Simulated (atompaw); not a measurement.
**Pseudopotential generation for silicon (Si): PAW (atompaw), PBEsol, scalar-relativistic.**

silicon (Si), PAW, made with atompaw 4.2.0.5 (PBEsol, scalar-relativistic). Core [Ne], reference 3s2 3p2. Waves: 3s (bound): rc 1.70 bohr; 3s channel at -0.45 Ry: rc 1.70 bohr; 3p (bound): rc 1.70 bohr; 3p channel at 3.05 Ry: rc 1.70 bohr. Local part: ultrasoft scheme with l = 2 at -0.5 Ry, radius 1.60 bohr. Core correction: smooth core density matched at 1.65 bohr. Augmentation charge: sinc compensation charge, radius 1.50 bohr; PAW radius 1.70 bohr; waves and projectors: custom rrkj gramschmidtortho.

All-electron outer shells of the reference configuration (PBEsol, scalar-relativistic, ld1.x):

```json
{"shell": "2s", "level (eV)": "-139.13", "outermost node (bohr)": "0.15", "outermost maximum (bohr)": "0.45"}
{"shell": "2p", "level (eV)": "-95.42", "outermost node (bohr)": "–", "outermost maximum (bohr)": "0.39"}
{"shell": "3s", "level (eV)": "-10.77", "outermost node (bohr)": "0.72", "outermost maximum (bohr)": "1.80"}
{"shell": "3p", "level (eV)": "-4.06", "outermost node (bohr)": "0.72", "outermost maximum (bohr)": "2.17"}
```

Task: Estimate the cutoffs (Ry, on a coarse ladder) from which the occupation-weighted sum of valence levels, in a spherical-Bessel basis at the reference potential, stays within 10 and 1 mRy of its value at 400 Ry.

Result: 10 Ry and 15 Ry.

Task: Does the potential have ghost states?

Result: No extra level below or beside the all-electron valence levels (s, p, d, f tested).

Task: Is the overlap operator S = 1 + Σ q|β⟩⟨β| positive definite (Bessel basis up to 400 Ry)?

Result: Yes: its lowest eigenvalue is 0.46 (s channel).

Task: Which valence shell sets the plane-wave cutoff?

Result: 3s: its level needs 12 Ry to come within 1 mRy, against 8 Ry for 3p.
